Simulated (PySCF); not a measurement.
BO, charge +2, quartet, at a GFN2-xTB geometry of the parent state (a state made from the parent by changing its charge; the spin is typed, not shown lowest); TPSS/def2-TZVP run with PySCF.

The PySCF input:
```python
from pyscf import gto, scf, dft

mol = gto.Mole()
mol.atom = '''
    B    -0.00000000   -0.00000000   -0.70456544
    O     0.00000000    0.00000000    0.44035340
'''
mol.basis = 'def2-tzvp'
mol.charge = 2
mol.spin = 3
mol.verbose = 4
mol.build()

mf = dft.ROKS(mol)
mf.xc = 'tpss'
mf.kernel()
```

It wrote (shortened):

```
PySCF version 2.14.0

[INPUT] verbose = 4
[INPUT] num. atoms = 2
[INPUT] num. electrons = 11
[INPUT] charge = 2
[INPUT] spin (= nelec alpha-beta = 2S) = 3
[INPUT] symmetry False subgroup None
[INPUT] Mole.unit = angstrom
[INPUT] Symbol           X                Y                Z      unit          X                Y                Z       unit  Magmom
[INPUT]  1 B      0.000000000000   0.000000000000  -0.704565440000 AA    0.000000000000   0.000000000000  -1.331435718434 Bohr   0.0
[INPUT]  2 O      0.000000000000   0.000000000000   0.440353400000 AA    0.000000000000   0.000000000000   0.832147324021 Bohr   0.0

nuclear repulsion = 18.4878505770767
number of shells = 22
number of NR pGTOs = 92
number of NR cGTOs = 62
basis = def2-tzvp
ecp = {}

******** <class 'pyscf.dft.roks.ROKS'> ********
method = ROKS
initial guess = minao
damping factor = 0
level_shift factor = 0
DIIS = <class 'pyscf.scf.diis.CDIIS'>
diis_start_cycle = 1
diis_space = 8
diis_damp = 0
SCF conv_tol = 1e-09
SCF conv_tol_grad = None
SCF max_cycles = 50
direct_scf = True
direct_scf_tol = 1e-13
num. doubly occ = 4  num. singly occ = 3
XC library pyscf.dft.libxc version 7.1.2
    S. Lehtola, C. Steigemann, M. J. T. Oliveira, and M. A. L. Marques,  SoftwareX 7, 1–5 (2018)
XC functionals = tpss
    J. Tao, J. P. Perdew, V. N. Staroverov, and G. E. Scuseria,  Phys. Rev. Lett. 91, 146401 (2003)
    J. P. Perdew, J. Tao, V. N. Staroverov, and G. E. Scuseria,  J. Chem. Phys. 120, 6898 (2004)
    J. Tao, J. P. Perdew, V. N. Staroverov, and G. E. Scuseria,  Phys. Rev. Lett. 91, 146401 (2003)
    J. P. Perdew, J. Tao, V. N. Staroverov, and G. E. Scuseria,  J. Chem. Phys. 120, 6898 (2004)
radial grids:
    Treutler-Ahlrichs [JCP 102, 346 (1995); DOI:10.1063/1.469408] (M4) radial grids

becke partition: Becke, JCP 88, 2547 (1988); DOI:10.1063/1.454033
pruning grids: <function nwchem_prune>
grids dens level: 3
symmetrized grids: False
atomic radii adjust function: <function treutler_atomic_radii_adjust>
small_rho_cutoff = 0
Set gradient conv threshold to 3.16228e-05
tot grids = 28128
init E= -100.259143193529
  HOMO = -0.257054987376662  LUMO = -0.0463367554275494  gap/eV = 5.73394
cycle= 1 E= -98.4951039722249  delta_E= 1.76  |g|= 0.43  |ddm|= 1.23
  HOMO = -1.00243717867908  LUMO = -0.818710723464375  gap/eV = 4.99945
cycle= 2 E= -98.5647502240816  delta_E= -0.0696  |g|= 0.328  |ddm|= 0.549
  HOMO = -0.953693467192167  LUMO = -0.764500355071807  gap/eV = 5.14821
cycle= 3 E= -98.5853295593636  delta_E= -0.0206  |g|= 0.0538  |ddm|= 0.153
  HOMO = -0.919204276722635  LUMO = -0.738093820261318  gap/eV = 4.92827
cycle= 4 E= -98.5860408145268  delta_E= -0.000711  |g|= 0.0183  |ddm|= 0.0516
  HOMO = -0.917839609106871  LUMO = -0.737330505706125  gap/eV = 4.91190
cycle= 5 E= -98.5861246540642  delta_E= -8.38e-05  |g|= 0.000658  |ddm|= 0.012
  HOMO = -0.917942553884885  LUMO = -0.737292083652897  gap/eV = 4.91575
cycle= 6 E= -98.5861247417457  delta_E= -8.77e-08  |g|= 8.21e-05  |ddm|= 0.000806
  HOMO = -0.917950098456568  LUMO = -0.73728622757796  gap/eV = 4.91611
cycle= 7 E= -98.5861247431324  delta_E= -1.39e-09  |g|= 9.66e-06  |ddm|= 0.000112
  HOMO = -0.917954606598357  LUMO = -0.737288253641678  gap/eV = 4.91618
cycle= 8 E= -98.5861247431595  delta_E= -2.72e-11  |g|= 5.11e-07  |ddm|= 6.72e-06
  HOMO = -0.917954290347037  LUMO = -0.73728811930971  gap/eV = 4.91618
Extra cycle  E= -98.5861247431594  delta_E= 1.56e-13  |g|= 5.74e-07  |ddm|= 7.5e-07
converged SCF energy = -98.5861247431594
```
